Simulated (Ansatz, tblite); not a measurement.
Removing and adding an electron: Si₁₇OH₂₂, a nanocrystal with a defect cut from the lattice of silicon (double-bonded O in place of two caps). Charge 0, multiplicity 1. Geometry: r2SCAN-D4/def2-SVP. Ansatz, gas phase; energy differences of separate SCF runs; the oxidised species was run as a doublet alone; the reduced species was run as a doublet alone.

```xyz
40

Si   -2.320    1.118   -3.547
Si    1.139   -1.404   -2.587
Si    1.786    2.296    2.968
Si    2.895   -0.656    0.650
Si   -0.080    1.569   -0.353
Si   -2.299   -1.532   -0.686
Si   -0.421   -0.837    2.615
Si    0.624   -3.754    0.342
Si   -1.274    2.630   -2.079
Si    0.660    3.242    1.125
Si    1.765    0.356   -1.157
Si   -3.557   -0.513   -2.390
Si   -0.453   -2.747   -1.494
Si    3.600    1.034    2.137
Si    0.315    0.837    4.092
Si    1.404   -2.076    1.798
Si   -1.544    0.133    0.794
O     5.078    1.292    2.525
H    -3.240    1.878   -4.454
H    -1.286    0.451   -4.398
H     2.356   -2.239   -2.849
H     0.629   -0.898   -3.898
H     2.303    3.356    3.892
H     4.077   -1.431    0.153
H    -3.177   -2.490    0.067
H    -1.348   -1.774    3.334
H     1.781   -4.579   -0.134
H    -0.331   -4.647    1.074
H    -0.361    3.540   -2.842
H    -2.333    3.469   -1.429
H     1.579    4.181    0.406
H    -0.525    4.020    1.612
H     2.705    1.296   -1.853
H    -4.060   -1.544   -3.355
H    -4.741    0.151   -1.756
H    -0.939   -3.812   -2.434
H     1.023    0.218    5.258
H    -0.857    1.616    4.607
H     2.135   -2.693    2.955
H    -2.708    0.944    1.285
```

The xTB rows come from tblite. Single mean-field runs in def2-TZVP are fitted with def2-universal-jkfit. HOMO above LUMO, or a gap near zero within one spin, warns that the state may not be the lowest or that an electron is smeared out.

```tsv
level	−HOMO (eV)	vertical IE (eV)	−LUMO (eV)	vertical EA (eV)	HOMO–LUMO gap (eV)	IE − EA (eV)	remarks
GFN1-xTB	11.03	12.41	9.02	7.42	2.01	4.99	–
GFN2-xTB	8.85	10.38	6.62	4.84	2.24	5.54	–
PBE-D4/def2-TZVP	5.79	7.70	3.36	1.71	2.42	5.99	HOMO above zero (-1 doublet), gap within one spin near zero (+1 doublet)
```

(1) Estimate the rows for revPBE-D4/def2-TZVP, PBE0-D4/def2-TZVP.

Results:

(1) 
```
              level  −HOMO (eV)  vertical IE (eV)  −LUMO (eV)  vertical EA (eV)  HOMO–LUMO gap (eV)  IE − EA (eV)                                                                   remarks
revPBE-D4/def2-TZVP        5.73              7.74        3.28              1.74                2.45          6.00  HOMO above zero (-1 doublet), gap within one spin near zero (+1 doublet)
  PBE0-D4/def2-TZVP        6.90              8.08        2.67              1.67                4.23          6.41                                                                         –
```

Relaxing the reduced species (r2SCAN-D4/def2-SVP) changes its energy by -0.34 eV at PBE-D4/def2-TZVP, so the adiabatic electron affinity to this nearest minimum is 2.05 eV. At PBE0-D4/def2-TZVP it is 2.01 eV.     A HOMO above zero means that the electron is unbound at that level or that self-interaction error raises the level; the energy of removing that electron tells which. Raw xTB energy differences between charge states are shifted by several eV; the methods need an empirical correction for them. Sets without diffuse functions give affinities that are too small.
